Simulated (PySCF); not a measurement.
`[C@@H]1([SiH3])CC[C@@H]1Br`, C4H9BrSi

Molfile (atoms numbered from 1):
```
C4H9BrSi
     RDKit          3D

 15 15  0  0  0  0  0  0  0  0999 V2000
    1.6344   -0.3734   -0.9972 Si  0  0  0  0  0  4  0  0  0  0  0  0
    0.5498    0.4062    0.3637 C   0  0  2  0  0  0  0  0  0  0  0  0
   -0.2817   -0.6182    1.1625 C   0  0  0  0  0  0  0  0  0  0  0  0
   -1.5184   -0.2217    0.3440 C   0  0  0  0  0  0  0  0  0  0  0  0
   -0.7644    1.0236   -0.1110 C   0  0  2  0  0  0  0  0  0  0  0  0
   -0.9159    1.4849   -2.0089 Br  0  0  0  0  0  0  0  0  0  0  0  0
    2.6590   -1.1409   -0.2856 H   0  0  0  0  0  0  0  0  0  0  0  0
    2.2338    0.6876   -1.8003 H   0  0  0  0  0  0  0  0  0  0  0  0
    0.8125   -1.2703   -1.8075 H   0  0  0  0  0  0  0  0  0  0  0  0
    1.1478    1.0820    0.9790 H   0  0  0  0  0  0  0  0  0  0  0  0
   -0.3781   -0.3592    2.2162 H   0  0  0  0  0  0  0  0  0  0  0  0
    0.0270   -1.6587    1.0806 H   0  0  0  0  0  0  0  0  0  0  0  0
   -2.4439   -0.0485    0.8914 H   0  0  0  0  0  0  0  0  0  0  0  0
   -1.7135   -0.9139   -0.4731 H   0  0  0  0  0  0  0  0  0  0  0  0
   -1.0529    1.9284    0.4242 H   0  0  0  0  0  0  0  0  0  0  0  0
  1  2  1  0
  2  3  1  0
  3  4  1  0
  4  5  1  0
  5  6  1  0
  5  2  1  0
  1  7  1  0
  1  8  1  0
  1  9  1  0
  2 10  1  1
  3 11  1  0
  3 12  1  0
  4 13  1  0
  4 14  1  0
  5 15  1  1
M  END
```

Method: PySCF 2.14.0, TDDFT PBE0/def2-SVPD circular dichroism and optical rotation, one conformer, gas phase. Geometry: GFN2-xTB.

The calculation is non-relativistic, which matters for the atoms heavier than Zn.

**Question.** What are the CIP labels of the stereocentres?

**Answer.** C2 R, C5 S.

**Question.** Which excitations and rotatory strengths does the calculation give?

**Answer.** Rotatory strengths R in 10⁻⁴⁰ esu² cm², velocity form and length form (origin at the centre of mass); f in length form.
| state | E (eV) | λ (nm) | f | R (velocity) | R (length) | main |
| --- | --- | --- | --- | --- | --- | --- |
| 1 | 5.99 | 207 | 0.001 | -3.2 | -2.8 | HOMO→LUMO 0.96 |
| 2 | 6.08 | 204 | 0.0004 | +1.1 | +0.8 | HOMO−1→LUMO 0.95 |
| 3 | 6.94 | 179 | 0.034 | -13.0 | -12.1 | HOMO−2→LUMO 0.96 |
| 4 | 7.18 | 173 | 0.022 | +16.6 | +16.6 | HOMO→LUMO+1 0.92 |
| 5 | 7.26 | 171 | 0.046 | -22.2 | -22.5 | HOMO−1→LUMO+1 0.92 |
| 6 | 7.63 | 162 | 0.004 | -25.1 | -25.5 | HOMO−3→LUMO 0.41, HOMO→LUMO+2 0.34 |
| 7 | 7.66 | 162 | 0.024 | +0.3 | +0.7 | HOMO→LUMO+2 0.54, HOMO−3→LUMO 0.32 |
| 8 | 7.70 | 161 | 0.028 | +42.6 | +42.8 | HOMO−2→LUMO+1 0.60, HOMO−1→LUMO+2 0.28 |

Among the states computed, the strongest CD band (largest |R|) is state 8. The largest dissymmetry factor in size, g = 4R/(D+G), with D and G the electric and magnetic dipole strengths, is -0.077 for state 6 (velocity form, f = 0.004), among bands with |R| over 0.5. The mirror image has the same energies and oscillator strengths and all R with the opposite sign.
